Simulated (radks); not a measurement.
The terbium anion Tb- inside a hard spherical wall (all orbitals vanish at R), configuration held at [Xe] 4f10 6s2 and not refilled when levels cross. All-electron calculation, scalar-relativistic Kohn-Sham, PBE, spin-polarised, spherical densities, finite nucleus; open shells are filled with parallel spins first (spin-orbit coupling, left out, can overturn this in heavy ions); Fermi nuclear charge, rms radius 5.06 fm. Program: a radial shooting solver on a logarithmic mesh with Libxc functionals. Eigenvalues in eV for spin up, with the zero of energy where the potential of the charges vanishes at infinity; a dash marks a level that is unbound or too diffuse for the functional's potential to be trusted. A positive occupied level is held by the wall or, in an anion where self-interaction has pushed it up, behind a barrier. The pressure on the wall is -dE/dV.

| R (bohr) | E (hartree) | kinetic (hartree) | e(5s) | e(5p) | e(6s) | e(4f) | e(6p, empty) | e(5d, empty) | pressure (GPa) |
|---|---|---|---|---|---|---|---|---|---|
| 12 | -11708.0756 | 12599.423 | -42.677 | -20.020 | 0.326 | 1.721 | - | - | 0.195 |
| 10 | -11708.0448 | 12599.435 | -41.024 | -18.456 | 1.165 | 3.514 | - | - | 0.479 |
| 8 | -11707.9821 | 12599.534 | -38.464 | -16.034 | 2.646 | 6.239 | 5.309 | 5.770 | 1.76 |
| 7 | -11707.9175 | 12599.681 | -36.787 | -14.452 | 3.951 | 8.011 | 7.177 | 7.180 | 4.11 |
| 6 | -11707.7936 | 12600.005 | -34.715 | -12.512 | 6.170 | 10.209 | 10.409 | 9.216 | 11.4 |
| 5 | -11707.5173 | 12600.806 | -31.829 | -9.844 | 10.542 | 13.346 | 16.688 | 12.492 | 39.6 |
| 4 | -11706.7431 | 12603.336 | -26.804 | -5.157 | 21.126 | 19.079 | 31.090 | 18.914 | 196 |
| 3.5 | -11705.7722 | 12606.688 | -22.286 | -0.726 | 32.791 | 24.489 | 45.997 | 25.146 | 524 |
| 1.5 | -11630.9882 | 12829.684 | 141.99 | 188.10 | 522.51 | 166.99 | 575.43 | 260.08 | 210000 |
